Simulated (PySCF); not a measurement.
From one molecule to another.

First species: C₆H₉F₂NSi.
Cartesian coordinates in Å at the GFN2-xTB level; atoms count from 1:
```
atom  x, y, z in Å
C1    -2.7893    0.4381    0.4145
C2    -1.8539   -0.0539   -0.1448
C3    -0.7191   -0.6649   -0.8105
C4     0.0306   -1.6083    0.1422
N5     0.5189   -0.8998    1.3074
Si6    1.4412    0.5386    1.2091
C7     0.7757    1.3963   -0.3739
F8    -0.1991    2.3282   -0.0549
C9     0.1938    0.4228   -1.3934
F10    1.2547   -0.1932   -2.0333
H11   -3.6067    0.8819    0.8985
H12   -1.0852   -1.2689   -1.6515
H13   -0.6658   -2.3865    0.4677
H14    0.8462   -2.0880   -0.4164
H15    0.6245   -1.4983    2.1104
H16    1.1253    1.3475    2.3787
H17    2.8882    0.3683    0.9937
H18    1.5619    1.9673   -0.8829
H19   -0.3517    0.9820   -2.1680
```

Second species: C6H8N2Si2.
SMILES: `N#CC#C[SiH2][C@H]([SiH3])CC#N`

Levels: PBE0/pcSseg-1 for HOMO energy, LUMO energy and HOMO–LUMO gap. Geometries: GFN2-xTB. Each structure is a single optimised conformer of the isolated species, non-relativistic unless stated; the electronic structure was computed with PySCF and density fitting.

Dipoles, sizes and rotational constants follow the conformer. The torsions of the flexible species, by atom-mapped SMILES:
- `[N:1]#[C:2][C:3]#[C:4][SiH2:5][C@H:6]([SiH3:7])[CH2:8][C:9]#[N:10]`: C4–Si5–C6–Si7 -179°, Si5–C6–C8–C9 63°

The conformers of `C#C[C@@H]1CN[SiH2][C@H](F)[C@H]1F` aren't listed.

Values for the first species:

* HOMO energy: -6.92 eV
* LUMO energy: 0.46 eV
* HOMO–LUMO gap: 7.38 eV

(1) Estimate the same properties for the second species, and the change in each.

Answers

(1) 
```
     property     first    second  second less first
  HOMO energy  -6.92 eV  -8.78 eV           -1.86 eV
  LUMO energy   0.46 eV  -2.04 eV           -2.50 eV
HOMO–LUMO gap   7.38 eV   6.74 eV           -0.64 eV
```

